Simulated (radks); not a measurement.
Values are calculated unless marked as measured or tabulated.
Q: All-electron atom: the lanthanum ion La51+ in [He] 2s2 2p2 (the NIST ground configuration). Level of theory: Dirac Kohn-Sham, PBE, spin-unpolarised, spherical densities, finite nucleus; open shells are shared between the two j in proportion to 2j + 1; Fermi nuclear charge, rms radius 4.855 fm (a radial shooting solver on a logarithmic mesh with Libxc functionals). Some entries of the table are withheld. Estimate them.

orbital,occ.,eigenvalue (eV),<r^2> (bohr^2),r(max) (bohr)
1s1/2,2,-43480.98,(1),0.01606
2s1/2,2,-10238.24,0.01238,0.08871
2p1/2,0.666667,-10039.52,0.008900,0.06714
2p3/2,1.33333,-9576.409,0.009964,0.07196
3s1/2,0,-4355.067,0.06529,0.2302
3p1/2,0,-4289.392,(2),0.2133
3p3/2,0,-4157.928,(3),0.2214

A: 
(1) 1s1/2 <r^2> (bohr^2): 0.0008476
(2) 3p1/2 <r^2> (bohr^2): 0.05791
(3) 3p3/2 <r^2> (bohr^2): 0.06188
